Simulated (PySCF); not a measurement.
Pentafluoropyridine, C5F5N.
SMILES with atom numbers: `[F:1][c:2]1[n:3][c:4]([F:5])[c:6]([F:7])[c:8]([F:9])[c:10]1[F:11]`

The same species was optimised twice, with GFN2-xTB and with PBE0-D3(BJ)/def2-SVP (PySCF), and the same property calculations (PySCF, gas phase) were run on both structures.

```tsv
coordinate	GFN2-xTB	PBE0-D3(BJ)/def2-SVP	change
C8–F9 (Å)	1.325	1.312	-0.013
C6–F7 (Å)	1.330	1.318	-0.012
C10–F11 (Å)	1.330	1.318	-0.012
F1–C2 (Å)	1.321	1.315	-0.006
C4–F5 (Å)	1.321	1.315	-0.006
N3–C4 (Å)	1.311	1.307	-0.004
C2–N3 (Å)	1.311	1.308	-0.003
C2–C10 (Å)	1.397	1.394	-0.003
C4–C6 (Å)	1.397	1.395	-0.002
C8–C10 (Å)	1.395	1.395	0.000
C6–C8 (Å)	1.395	1.395	0.000
F1–C2–N3 (°)	116.8	118.2	+1.4
N3–C4–F5 (°)	116.8	118.2	+1.4
F5–C4–C6 (°)	120.1	118.7	-1.4
F1–C2–C10 (°)	120.1	118.7	-1.4
C4–C6–F7 (°)	121.7	122.1	+0.4
C2–C10–F11 (°)	121.8	122.2	+0.4
F9–C8–C10 (°)	120.5	120.1	-0.4
C4–C6–C8 (°)	117.6	117.3	-0.3
```

Rotational constants: A = 1461, B = 1077, C = 619.8 MHz (GFN2-xTB) against A = 1487, B = 1078, C = 625.0 MHz (PBE0-D3(BJ)/def2-SVP). Point groups within 0.08 Å: C2v and C2v. Atoms that the bonding makes alike are paired by their places after alignment.

On the GFN2-xTB structure: HOMO (eV) -8.13 [PBE0/pcSseg-1]; LUMO (eV) -1.73 [PBE0/pcSseg-1]; dipole (D) 1.09 [PBE0/pcSseg-1]; GIAO shielding of F1/F5 (mean) (ppm) 259.5 [PBE0/pcSseg-1]; GIAO shielding of C2/C4 (mean) (ppm) 32.8 [PBE0/pcSseg-1]; GIAO shielding of N3 (ppm) -7.5 [PBE0/pcSseg-1]; GIAO shielding of C6/C10 (mean) (ppm) 43.7 [PBE0/pcSseg-1]; GIAO shielding of F7/F11 (mean) (ppm) 345.6 [PBE0/pcSseg-1]; GIAO shielding of C8 (ppm) 26.5 [PBE0/pcSseg-1]; GIAO shielding of F9 (ppm) 313.9 [PBE0/pcSseg-1].

Task: What do these properties become on the PBE0-D3(BJ)/def2-SVP structure?

Result: 
| property | level | on GFN2-xTB | on PBE0-D3(BJ)/def2-SVP | change |
| --- | --- | --- | --- | --- |
| HOMO (eV) | PBE0/pcSseg-1 | -8.13 | -8.05 | +0.08 |
| LUMO (eV) | PBE0/pcSseg-1 | -1.73 | -1.62 | +0.11 |
| dipole (D) | PBE0/pcSseg-1 | 1.09 | 1.13 | +0.04 |
| energy, GFN2-xTB geometry as zero (kcal/mol) | PBE0/pcSseg-1 | 0.0 | -0.3 | -0.3 |
| GIAO shielding of F1/F5 (mean) (ppm) | PBE0/pcSseg-1 | 259.5 | 264.4 | +4.9 |
| GIAO shielding of C2/C4 (mean) (ppm) | PBE0/pcSseg-1 | 32.8 | 34.5 | +1.7 |
| GIAO shielding of N3 (ppm) | PBE0/pcSseg-1 | -7.5 | -0.9 | +6.6 |
| GIAO shielding of C6/C10 (mean) (ppm) | PBE0/pcSseg-1 | 43.7 | 44.5 | +0.8 |
| GIAO shielding of F7/F11 (mean) (ppm) | PBE0/pcSseg-1 | 345.6 | 348.6 | +3.0 |
| GIAO shielding of C8 (ppm) | PBE0/pcSseg-1 | 26.5 | 27.4 | +0.9 |
| GIAO shielding of F9 (ppm) | PBE0/pcSseg-1 | 313.9 | 317.3 | +3.4 |

The heavy atoms differ by 0.015 Å rms after alignment. Among bonds between heavy atoms C6–F7, C8–F9 and C10–F11 change most and about equally (-0.013 to -0.012 Å). Changes are differences of the printed values. Neither structure is proved a minimum here.
